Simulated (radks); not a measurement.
Problem. Valence configurations of S II (all share [Ne]). All-electron calculation, Dirac Kohn-Sham, PBE, spin-unpolarised, spherical densities, point nucleus; open shells fill j = l - 1/2 first. Program: a radial shooting solver on a logarithmic mesh with Libxc functionals. Order these by energy: 3s2 3p3; 3s1 3p4; 3s0.5 3p4.5; 3s1.5 3p3.5; 3p5.

Solution. From the lowest, in eV above it: 3s2 3p3 0.000; 3s1.5 3p3.5 5.444; 3s1 3p4 10.910; 3s0.5 3p4.5 16.397; 3p5 21.905. NIST lists [Ne] 3s2 3p3 as the ground configuration; this level of theory agrees among the configurations tried. The energies are those of spherical spin-averaged densities, not of single terms.
